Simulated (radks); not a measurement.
Results of a calculation; reference values are marked as such.
Q: Ionisation ladder of silver, from Ag XLV to Ag XLVII. Each ion is in the ground configuration listed by NIST, and IE = E(next ion) - E(this ion), with E = 0 for the bare nucleus. Level of theory: scalar-relativistic Kohn-Sham, PBE, spin-polarised, spherical densities, finite nucleus; open shells are filled with parallel spins first (spin-orbit coupling, left out, can overturn this in heavy ions); Fermi nuclear charge, rms radius 4.5454 fm (a radial shooting solver on a logarithmic mesh with Libxc functionals).

species   configuration  IE, Delta-SCF (eV)  -e(HOMO) (eV)   HOMO
Ag XLV         [He] 2s1                   ?         7207.6  2s up
Ag XLVI            [He]               30155          29853     1s
Ag XLVII            1s1               30987          30681  1s up

Estimate the withheld Delta-SCF values.

A: Ag XLV: 7283.2 eV (NIST 7271.3).
